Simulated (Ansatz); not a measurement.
Start from `[F][Sc]([Cl])[O][SiH3]` and change one atom or group to get `[F][Sc]([O][SiH3])[O][SiH3]`.

Ansatz, PBE0-D4/def2-TZVP geometries, multiplicity 1. Each molecule was computed in one conformer, which needn't be the lowest.

Scalar relativity is left out up to krypton.

```
                            property  `[F][Sc]([Cl])[O][SiH3]`
 HOMO energy (B3LYP/def2-TZVPP) / eV                     -8.69
HOMO–LUMO gap (PBE0/def2-TZVPP) / eV                      6.31
  HOMO energy (PBE0/def2-TZVPP) / eV                     -8.93
  LUMO energy (PBE0/def2-TZVPP) / eV                     -2.62
 LUMO energy (B3LYP/def2-TZVPP) / eV                     -3.02
 HOMO–LUMO gap (PBE/def2-TZVPP) / eV                      3.96
```

**Question.** What does the change do to each property? (An estimate is asked.)

**Answer.** Ansatz gave: 
```tsv
property	`[F][Sc]([O][SiH3])[O][SiH3]`	shift
HOMO energy (B3LYP/def2-TZVPP) / eV	-8.44	0.25
HOMO–LUMO gap (PBE0/def2-TZVPP) / eV	6.36	0.05
HOMO energy (PBE0/def2-TZVPP) / eV	-8.64	0.29
LUMO energy (PBE0/def2-TZVPP) / eV	-2.28	0.34
LUMO energy (B3LYP/def2-TZVPP) / eV	-2.67	0.35
HOMO–LUMO gap (PBE/def2-TZVPP) / eV	4.01	0.05
```

With PBE0 the HOMO rises by 0.29 eV and the LUMO rises by 0.34 eV, so the gap widens by about 0.05 eV. PBE moves the HOMO by 0.30 eV and ωB97M-V by 0.27 eV.

B3LYP here is the variant with VWN-RPA as its local correlation; programs differ in this.
